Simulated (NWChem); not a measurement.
System: C₂H₇Sb; SMILES [CH3][SbH][CH3]

Input file for NWChem:

```
start job
memory heap 200 mb stack 900 mb global 1100 mb
geometry units angstroms noautoz
  Sb    -0.382904     0.014962     0.000000
  H     -0.541959    -1.700651     0.000000
  C      1.086726     0.009519     1.603615
  H      1.886958    -0.714287     1.397685
  H      1.519281     1.015991     1.696511
  H      0.595438    -0.249440     2.552251
  C      1.086726     0.009519    -1.603615
  H      1.886958    -0.714287    -1.397685
  H      0.595438    -0.249440    -2.552251
  H      1.519281     1.015991    -1.696511
end
basis spherical
  * library def2-svpd
end
ecp
  Sb library def2-ecp
end
dft
  xc b3lyp
  iterations 150
end
tddft
  cis
  nroots 6
  notriplet
end
task tddft energy
```

Output (shortened):

```
             Northwest Computational Chemistry Package (NWChem) 7.3.0
             --------------------------------------------------------

 CS  symmetry detected

                             Geometry "geometry" -> ""
                             -------------------------

 Output coordinates in angstroms (scale by  1.889725989 to convert to a.u.)

  No.       Tag          Charge          X              Y              Z
 ---- ---------------- ---------- -------------- -------------- --------------
    1 Sb                  51.0000    -0.39648971     0.02995502     0.00000000
    2 H                    1.0000    -0.57596491    -1.68364211     0.00000000
    3 C                    6.0000     1.07297125     0.00701037    -1.60361500
    4 H                    1.0000     1.86452659    -0.72627438    -1.39768500
    5 H                    1.0000     1.51748180     1.00825963    -1.69651100
    6 H                    1.0000     0.57863411    -0.24607945    -2.55225100
    7 C                    6.0000     1.07297125     0.00701037     1.60361500
    8 H                    1.0000     1.86452659    -0.72627438     1.39768500
    9 H                    1.0000     0.57863411    -0.24607945     2.55225100
   10 H                    1.0000     1.51748180     1.00825963     1.69651100

 Effective nuclear repulsion energy (a.u.)     258.2537656268

      Symmetry information
      --------------------

 Group name             Cs
 Group number              2
 Group order               2
 No. of unique centers     6

                                 NWChem DFT Module
                                 -----------------

 Summary of "ao basis" -> "ao basis" (spherical)
 ------------------------------------------------------------------------------
       Tag                 Description            Shells   Functions and Types
 ---------------- ------------------------------  ------  ---------------------
 Sb                        def2-svpd                12       32   5s4p3d
 H                         def2-svpd                 4        8   2s2p
 C                         def2-svpd                 8       20   4s2p2d

      Symmetry analysis of basis
      --------------------------

        a'         72
        a"         56

            General Information
            -------------------
          SCF calculation type: DFT
          Wavefunction type:  closed shell.
          No. of atoms     :    10
          No. of electrons :    42
           Alpha electrons :    21
            Beta electrons :    21
          Charge           :     0
          Spin multiplicity:     1
          Use of symmetry is: off; symmetry adaption is: on
          Maximum number of iterations: 150
          AO basis - number of functions:   128
                     number of shells:    56
          Convergence on energy requested:  1.00D-06
          Convergence on density requested:  1.00D-05
          Convergence on gradient requested:  5.00D-04

              XC Information
              --------------
                         B3LYP Method XC Potential
                     Hartree-Fock (Exact) Exchange  0.200
                        Slater Exchange Functional  0.800 local
                    Becke 1988 Exchange Functional  0.720 non-local
              Lee-Yang-Parr Correlation Functional  0.810
                  VWN I RPA Correlation Functional  0.190 local

             Grid Information
             ----------------
          Grid used for XC integration:  medium
          Radial quadrature: Mura-Knowles
          Angular quadrature: Lebedev.
          Tag              B.-S. Rad. Rad. Pts. Rad. Cut. Ang. Pts.
          ---              ---------- --------- --------- ---------
          Sb                  1.45      123          10.0       590
          H                   0.35       45          13.0       434
          C                   0.70       49          11.0       434
          Grid pruning is: on
          Number of quadrature shells:   536
          Spatial weights used:  Erf1

      Superposition of Atomic Density Guess
      -------------------------------------

 Sum of atomic energies:        -356.35354916

      Non-variational initial energy
      ------------------------------

 Total energy =    -319.310955
 1-e energy   =    -792.938171
 2-e energy   =     338.050982
 HOMO         =      -0.258026
 LUMO         =       0.019091

      Symmetry analysis of molecular orbitals - initial
      -------------------------------------------------

  Numbering of irreducible representations:

     1 a'          2 a"

  Orbital symmetries:

[...]

                                NWChem TDDFT Module
                                -------------------

            General Information
            -------------------
           No. of orbitals :     256
            Alpha orbitals :     128
             Beta orbitals :     128
        Alpha frozen cores :       0
         Beta frozen cores :       0
     Alpha frozen virtuals :       0
      Beta frozen virtuals :       0
         Spin multiplicity :       1
    Number of AO functions :     128
        Use of symmetry is : off
      Symmetry adaption is : on
         Schwarz screening :  0.10D-07

              XC Information
              --------------
                  B3LYP Method XC Potential
              Hartree-Fock (Exact) Exchange   0.20
                 Slater Exchange Functional   0.80 local
             Becke 1988 Exchange Functional   0.72 non-local
       Lee-Yang-Parr Correlation Functional   0.81
           VWN I RPA Correlation Functional   0.19 local

             TDDFT Information
             -----------------
          Calculation type : Tamm-Dancoff TDDFT
         Wavefunction type : Restricted singlets
          No. of electrons :      42
           Alpha electrons :      21
            Beta electrons :      21
              No. of roots :       6
          Max subspacesize :    5200
            Max iterations :     100
               Target root :       1
           Target symmetry : none
      Symmetry restriction : off
                 Algorithm : Optimal
        Davidson threshold :  0.10D-03

    6 smallest eigenvalue differences (eV)
--------------------------------------------------------
  No. Spin  Occ  Vir  Irrep   E(Occ)    E(Vir)   E(Diff)
--------------------------------------------------------
    1    1   21   22 a"       -0.240    -0.010     6.257
    2    1   21   23 a'       -0.240    -0.009     6.272
    3    1   21   24 a'       -0.240     0.021     7.103
    4    1   21   25 a'       -0.240     0.039     7.584
    5    1   20   22 a'       -0.301    -0.010     7.918
    6    1   20   23 a"       -0.301    -0.009     7.933
--------------------------------------------------------

  Entering Davidson iterations
  Restricted singlet excited states

  Iter   NTrls   NConv    DeltaV     DeltaE      Time
  ----  ------  ------  ---------  ---------  ---------
    1      6       0     0.13E+00   0.10+100       33.7
    2     12       0     0.22E-01   0.25E-01       26.3
    3     18       0     0.71E-02   0.73E-03       28.6
    4     24       0     0.38E-02   0.20E-03       28.9
    5     30       2     0.23E-01   0.62E-03       33.5
    6     34       4     0.45E-02   0.93E-03       29.3
    7     36       5     0.85E-03   0.31E-04       24.0
    8     37       5     0.29E-03   0.20E-05       20.0
    9     38       6     0.82E-04   0.17E-06       19.3
  ----  ------  ------  ---------  ---------  ---------
  Convergence criterion met

  Ground state a'       -320.687300939629 a.u.

  ----------------------------------------------------------------------------
  Root   1 singlet a'             0.206731831 a.u.                5.6255 eV
  ----------------------------------------------------------------------------
     Transition Moments    X -0.32932   Y -0.70608   Z -0.00000
     Dipole Oscillator Strength                    0.0836585632
     Electric Quadrupole                           0.0000001227
     Magnetic Dipole                               0.0000020334
     Total Oscillator Strength                     0.0836607193

     Occ.   19  a'  ---  Virt.   23  a'       0.09564
     Occ.   19  a'  ---  Virt.   25  a'      -0.06123
     Occ.   20  a"  ---  Virt.   22  a"      -0.10796
     Occ.   21  a'  ---  Virt.   23  a'      -0.96634
     Occ.   21  a'  ---  Virt.   24  a'      -0.14614
     Occ.   21  a'  ---  Virt.   25  a'      -0.06730
  ----------------------------------------------------------------------------
  Root   2 singlet a"             0.207810081 a.u.                5.6548 eV
  ----------------------------------------------------------------------------
     Transition Moments    X  0.00000   Y  0.00000   Z -0.99919
     Dipole Oscillator Strength                    0.1383146681
     Electric Quadrupole                           0.0000000508
     Magnetic Dipole                               0.0000022367
     Total Oscillator Strength                     0.1383169556

     Occ.   19  a'  ---  Virt.   22  a"       0.10851
     Occ.   20  a"  ---  Virt.   23  a'       0.10970
     Occ.   20  a"  ---  Virt.   24  a'      -0.09265
     Occ.   20  a"  ---  Virt.   32  a'       0.05528
     Occ.   21  a'  ---  Virt.   22  a"       0.96902
     Occ.   21  a'  ---  Virt.   26  a"       0.06026
     Occ.   21  a'  ---  Virt.   29  a"       0.07516
  ----------------------------------------------------------------------------
  Root   3 singlet a'             0.230174561 a.u.                6.2634 eV
  ----------------------------------------------------------------------------
     Transition Moments    X -1.02628   Y  0.32886   Z -0.00000
     Dipole Oscillator Strength                    0.1782177173
     Electric Quadrupole                           0.0000003680
     Magnetic Dipole                               0.0000001117
     Total Oscillator Strength                     0.1782181970

[...]
```

Level: B3LYP/def2-SVPD with def2 effective core potentials on Sb, TDA. All runs use the structure optimised with PBE0/def2-SVP. No frequency run checked for a minimum. def2 effective core potentials on Sb; no spin-orbit coupling.
